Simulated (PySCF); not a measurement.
C₂H₆In (SMILES [CH3][In+][CH3]), charge +1, singlet, geometry from GFN2-xTB (such geometries of metal compounds can be far from the true shape) (all electrons, no relativity); PBE0/STO-3G (PySCF).

The PySCF input:
```python
from pyscf import gto, scf, dft

mol = gto.Mole()
mol.atom = '''
    In    0.000000    0.000000    0.000000
    C     1.767999    0.264584   -1.433558
    H     2.412420   -0.605902   -1.305081
    H     2.270644    1.189597   -1.148548
    H     1.353102    0.319627   -2.440713
    C    -1.767999   -0.264584    1.433558
    H    -2.257624   -1.200722    1.162551
    H    -2.423557    0.595054    1.289344
    H    -1.354984   -0.297654    2.442446
'''
mol.basis = 'sto-3g'
mol.charge = 1
mol.spin = 0
mol.verbose = 4
mol.build()

mf = dft.RKS(mol)
mf.xc = 'pbe0'
mf.kernel()
mf.analyze()
```

Output, abridged:

```
PySCF version 2.14.0

[INPUT] verbose = 4
[INPUT] num. atoms = 9
[INPUT] num. electrons = 66
[INPUT] charge = 1
[INPUT] spin (= nelec alpha-beta = 2S) = 0
[INPUT] symmetry False subgroup None
[INPUT] Mole.unit = angstrom
[INPUT] Symbol           X                Y                Z      unit          X                Y                Z       unit  Magmom
[INPUT]  1 In     0.000000000000   0.000000000000   0.000000000000 AA    0.000000000000   0.000000000000   0.000000000000 Bohr   0.0
[INPUT]  2 C      1.767999000000   0.264584000000  -1.433558000000 AA    3.341033898505   0.499991296942  -2.709032003679 Bohr   0.0
[INPUT]  3 H      2.412420000000  -0.605902000000  -1.305081000000 AA    4.558813097423  -1.144988838326  -2.466245660373 Bohr   0.0
[INPUT]  4 H      2.270644000000   1.189597000000  -1.148548000000 AA    4.290895286387   2.248012528604  -2.170441160917 Bohr   0.0
[INPUT]  5 H      1.353102000000   0.319627000000  -2.440713000000 AA    2.556992198601   0.604007492016  -4.612279118666 Bohr   0.0
[INPUT]  6 C     -1.767999000000  -0.264584000000   1.433558000000 AA   -3.341033898505  -0.499991296942   2.709032003679 Bohr   0.0
[INPUT]  7 H     -2.257624000000  -1.200722000000   1.162551000000 AA   -4.266291052245  -2.269035731740   2.196902995839 Bohr   0.0
[INPUT]  8 H     -2.423557000000   0.595054000000   1.289344000000 AA   -4.579858977273   1.124489089327   2.436507040351 Bohr   0.0
[INPUT]  9 H     -1.354984000000  -0.297654000000   2.442446000000 AA   -2.560548663168  -0.562484539881   4.615554014039 Bohr   0.0

nuclear repulsion = 219.237176091244
number of shells = 23
number of NR pGTOs = 129
number of NR cGTOs = 43
basis = sto-3g
ecp = {}

******** <class 'pyscf.dft.rks.RKS'> ********
method = RKS
initial guess = minao
damping factor = 0
level_shift factor = 0
DIIS = <class 'pyscf.scf.diis.CDIIS'>
diis_start_cycle = 1
diis_space = 8
diis_damp = 0
SCF conv_tol = 1e-09
SCF conv_tol_grad = None
SCF max_cycles = 50
direct_scf = True
direct_scf_tol = 1e-13
XC library pyscf.dft.libxc version 7.1.2
    S. Lehtola, C. Steigemann, M. J. T. Oliveira, and M. A. L. Marques,  SoftwareX 7, 1–5 (2018)
XC functionals = pbe0
    C. Adamo and V. Barone,  J. Chem. Phys. 110, 6158 (1999)
    M. Ernzerhof and G. E. Scuseria,  J. Chem. Phys. 110, 5029 (1999)
radial grids:
    Treutler-Ahlrichs [JCP 102, 346 (1995); DOI:10.1063/1.469408] (M4) radial grids

becke partition: Becke, JCP 88, 2547 (1988); DOI:10.1063/1.454033
pruning grids: <function nwchem_prune>
grids dens level: 3
symmetrized grids: False
atomic radii adjust function: <function treutler_atomic_radii_adjust>
small_rho_cutoff = 0
Set gradient conv threshold to 3.16228e-05
Initial guess from minao.
tot grids = 108960
init E= -5748.15995355343
  HOMO = -0.543402321120432  LUMO = -0.342969700653292  gap/eV = 5.45405
cycle= 1 E= -5763.12175836166  delta_E=  -15  |g|= 0.347  |ddm|= 3.28
  HOMO = -0.394512957269041  LUMO = -0.11360042038422  gap/eV = 7.64402
cycle= 2 E= -5763.17365884898  delta_E= -0.0519  |g|= 0.101  |ddm|= 1.02
  HOMO = -0.421702930685688  LUMO = -0.167237169466444  gap/eV = 6.92437
cycle= 3 E= -5763.17904408897  delta_E= -0.00539  |g|= 0.0264  |ddm|= 0.272
  HOMO = -0.424781581258511  LUMO = -0.164646409947911  gap/eV = 7.07864
cycle= 4 E= -5763.17930164225  delta_E= -0.000258  |g|= 0.00578  |ddm|= 0.0482
  HOMO = -0.423631623865924  LUMO = -0.164043763160162  gap/eV = 7.06375
cycle= 5 E= -5763.17931223309  delta_E= -1.06e-05  |g|= 0.000169  |ddm|= 0.00777
  HOMO = -0.423631539937945  LUMO = -0.16404991908354  gap/eV = 7.06358
cycle= 6 E= -5763.17931224386  delta_E= -1.08e-08  |g|= 2.52e-05  |ddm|= 0.000308
  HOMO = -0.423633312164046  LUMO = -0.164057318348926  gap/eV = 7.06342
cycle= 7 E= -5763.17931224414  delta_E= -2.88e-10  |g|= 2.89e-07  |ddm|= 4.95e-05
  HOMO = -0.423633262859341  LUMO = -0.16405736702414  gap/eV = 7.06342
Extra cycle  E= -5763.17931224414  delta_E= 5.46e-12  |g|= 2.61e-07  |ddm|= 8.63e-07
converged SCF energy = -5763.17931224414
**** SCF Summaries ****
Total Energy =                       -5763.179312244138600
Nuclear Repulsion Energy =             219.237176091243896
One-electron Energy =                -8394.320133839493792
Two-electron Energy =                 2411.903645504110955
Two-electron Coulomb Energy =         2580.912445480944371
DFT Exchange-Correlation Energy =     -169.008799976833359
HOMO-LUMO gap [eV] =                     7.063419903058967
**** MO energy ****
MO #1   energy= -977.473652615156  occ= 2
MO #2   energy= -142.298444723465  occ= 2
MO #3   energy= -135.075153385771  occ= 2
MO #4   energy= -135.075153365917  occ= 2
MO #5   energy= -135.074473174036  occ= 2
MO #6   energy= -26.159231519855   occ= 2
MO #7   energy= -23.486396131491   occ= 2
MO #8   energy= -23.4863960080647  occ= 2
MO #9   energy= -23.4819281446907  occ= 2
MO #10  energy= -15.8026903115948  occ= 2
MO #11  energy= -15.8026902854143  occ= 2
MO #12  energy= -15.7986126950867  occ= 2
MO #13  energy= -15.79861243175    occ= 2
MO #14  energy= -15.7974484683192  occ= 2
MO #15  energy= -10.2172596605252  occ= 2
MO #16  energy= -10.2170078906082  occ= 2
MO #17  energy= -3.87333450126902  occ= 2
MO #18  energy= -2.81164181365471  occ= 2
MO #19  energy= -2.81164105932727  occ= 2
MO #20  energy= -2.79695836768488  occ= 2
MO #21  energy= -0.848816442027327 occ= 2
MO #22  energy= -0.843918560222269 occ= 2
MO #23  energy= -0.570405615824118 occ= 2
MO #24  energy= -0.570405326609718 occ= 2
MO #25  energy= -0.564300371097398 occ= 2
MO #26  energy= -0.564300039358868 occ= 2
MO #27  energy= -0.550977161418414 occ= 2
MO #28  energy= -0.549260124787339 occ= 2
MO #29  energy= -0.549259239262162 occ= 2
MO #30  energy= -0.528836245608878 occ= 2
MO #31  energy= -0.528835763293477 occ= 2
MO #32  energy= -0.482552001963278 occ= 2
MO #33  energy= -0.423633262859341 occ= 2
MO #34  energy= -0.16405736702414  occ= 0
MO #35  energy= -0.164056605108223 occ= 0
MO #36  energy= -0.128344274564665 occ= 0
MO #37  energy= 0.156798310227907  occ= 0
MO #38  energy= 0.308011113052561  occ= 0
MO #39  energy= 0.308011768922684  occ= 0
MO #40  energy= 0.311170407655949  occ= 0
MO #41  energy= 0.311171061235486  occ= 0
 ** Mulliken pop on meta-lowdin orthogonal AOs  **
 ** Mulliken pop  **
 ** Mulliken atomic charges  **
charge of    0In =      0.91166
charge of    1C =     -0.19762
charge of    2H =      0.08060
charge of    3H =      0.08060
charge of    4H =      0.08060
charge of    5C =     -0.19762
charge of    6H =      0.08060
charge of    7H =      0.08060
charge of    8H =      0.08060

WARN: System has nonzero charge 1; the dipole moment is origin-dependent.
Location of origin: [0. 0. 0.]

Dipole moment(X, Y, Z, Debye):  0.00000,  0.00000, -0.00000
```
